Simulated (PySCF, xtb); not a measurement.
BClH2O2, SMILES OB(O)Cl. One conformer was computed; it need not be the lowest.

Harmonic wavenumbers (cm⁻¹) from GFN2-xTB run with xtb at its own minimum, in rising order: 306, 350, 474, 543, 569, 585, 923, 933, 1131, 1347, 3607, 3630.

What does r2SCAN-D4/def2-SVP (PySCF) give at its own minimum? (The exact figures need the calculation; the answer reports its results.)

343, 400, 481, 540, 617, 652, 994, 1013, 1293, 1496, 3845, 3873. Paired by order, the mean absolute difference is 96 cm⁻¹ and the zero-point energies are 20.6 and 22.2 kcal/mol.
